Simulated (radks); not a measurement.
Results of a calculation; reference values are marked as such.
Species: Ru+. Configuration: [Kr] 4d5 5p2 (not the ground configuration).

Code: a radial shooting solver on a logarithmic mesh with Libxc functionals. Model: scalar-relativistic Kohn-Sham, PBEsol, spin-polarised, spherical densities, point nucleus; open shells are filled with parallel spins first (spin-orbit coupling, left out, can overturn this in heavy ions).

Energy parts (eV):
part                       energy
total                 -123206.037
kinetic                127400.966
electron-nucleus      -296559.282
Hartree                 49506.385
exchange-correlation    -3554.106

Orbitals (lengths in bohr, moments of r in powers of bohr; <r^-3> diverges for s and p1/2):
orbital,occ.,eigenvalue (eV),<r>,<r^-3>
1s up,1,-21942.06,0.03345,-
1s down,1,-21942.03,0.03345,-
2s up,1,-3170.837,0.1457,-
2s down,1,-3170.046,0.1457,-
2p up,3,-2842.180,0.1270,2997
2p down,3,-2841.560,0.1270,2998
3s up,1,-572.9638,0.4030,-
3s down,1,-572.4835,0.4029,-
3p up,3,-465.0500,0.4033,514.7
3p down,3,-464.5096,0.4031,514.4
3d up,5,-291.3843,0.3843,69.37
3d down,5,-290.6029,0.3841,69.36
4s up,1,-95.2383,1.013,-
4s down,1,-91.4875,1.008,-
4p up,3,-65.0373,1.113,80.60
4p down,3,-61.0502,1.107,82.21
4d up,5,-22.1415,1.478,6.517
4d down,0,-17.9028,1.482,6.598
5p up,2,-9.8004,3.309,8.227

The highest occupied level is 5p up at -9.800 eV. The configuration is held as typed, so some empty levels lie below it. The density falls to 0.001 e/bohr^3 at r = 4.68 bohr. Summed over all electrons, <r^2> = 51.97 bohr^2, which gives a Langevin (diamagnetic) susceptibility term of -41.2 x 10^-6 cm^3/mol. Spin moment in Bohr magnetons: 7.
